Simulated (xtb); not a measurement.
xtb input:

```bash
xtb mol.xyz --gfn 2 --sp --chrg 0 --uhf 0
```
mol.xyz:
```
15

C     -2.85520059    -0.52831274     0.19470150
O     -1.52797126    -0.26024101    -0.20757221
C     -0.94654919     0.83672135     0.48153560
Si     0.82271191     1.05219433    -0.16951959
Si     1.91477439    -1.02012534    -0.11845842
H     -2.90376809    -0.77199110     1.26349713
H     -3.50931846     0.33121436     0.00193011
H     -3.20474640    -1.38196866    -0.38420723
H     -1.53717046     1.75157588     0.32846463
H     -0.92602803     0.64836879     1.56526704
H      1.51742809     2.03548778     0.70190778
H      0.79449237     1.59637436    -1.54967349
H      1.73908386    -1.64224300     1.21800246
H      3.36915541    -0.84859178    -0.36269427
H      1.37033212    -1.93571592    -1.14764687
```

Q: Predict the final energy.

A: -16.87221 Eh (GFN2-xTB).
